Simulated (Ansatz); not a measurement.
```xyz
14

C    -0.441    1.449   -0.454
N    -0.167    0.137    0.156
Si   -0.392   -1.251   -0.848
O     0.624   -1.301   -2.138
Si    0.431    0.101    1.741
F    -0.493    0.977    2.692
F     1.859    0.795    1.842
H    -1.262    1.367   -1.171
H     0.433    1.840   -0.981
H    -0.741    2.175    0.305
H    -1.733   -1.188   -1.467
H    -0.214   -2.428    0.039
H     1.562   -1.404   -1.973
H     0.532   -1.269    2.258
```

The species carries charge 0 and has multiplicity 1.

(1) List the B3LYP/def2-TZVPP orbital energies in eV (the Gaussian-basis code of Ansatz). (Estimate.)

## Answers

(1) Ansatz gave: Occupied: -1800.80, -1799.76, -671.62, -671.59, -520.82, -389.58, -278.02, -145.11, -144.18, -100.48, -100.45, -100.40, -99.52, -99.51, -99.48, -32.90, -32.35, -27.73, -24.35, -18.75, -16.10, -15.30, -13.88, -13.66, -13.40, -12.87, -12.50, -12.28, -11.85, -11.59, -11.55, -10.76, -10.54, -10.07, -9.47, -8.98, -7.71. Lowest empty: -0.07, 0.64, 0.80, 1.12, 1.45, 1.78, 2.06, 2.51.

B3LYP here is the variant with VWN-RPA as its local correlation; programs differ in this.
